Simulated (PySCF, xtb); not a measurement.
C₂H₈N₂OSi, SMILES C/C=N\[Si@H](N)O.

GFN2-xTB run with xtb at its own geometry gives an orbital gap of 3.04 eV and a dipole moment of 1.72 D.

Geometry optimised at PBE0-D3(BJ)/def2-SVP. The structure was generated by enumeration; whether it is a known compound was not checked. The values are those of a single conformer.

**Question.** What does HF/def2-TZVP run with PySCF give? (Estimate from the structure and the level; the computed values follow.)

**Answer.** gap 13.75 eV (levels -10.13 and 3.62 eV), dipole 1.89 D.
